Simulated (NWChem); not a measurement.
System: CaF cation; SMILES [F][Ca+]

Input file for NWChem:

```
start job
memory heap 200 mb stack 900 mb global 1100 mb
charge 1
geometry units angstroms
  Ca     0.000000     0.000000    -0.615813
  F      0.000000     0.000000     1.365099
end
basis spherical
  * library def2-svp
end
dft
  xc becke88 lyp
  iterations 150
end
driver
  maxiter 120
end
task dft optimize
task dft freq
```

The level has its own optimisation; frequencies are unscaled.

**Question.** What results follow from this input? (BLYP/def2-SVP.) Quantities: r Ca–F (Å); highest harmonic frequency (cm⁻¹); zero-point energy (kcal/mol).

**Answer.** 
```yaml
r Ca–F (Å): 1.877
highest harmonic frequency (cm⁻¹): 708
zero-point energy (kcal/mol): 1.0
```
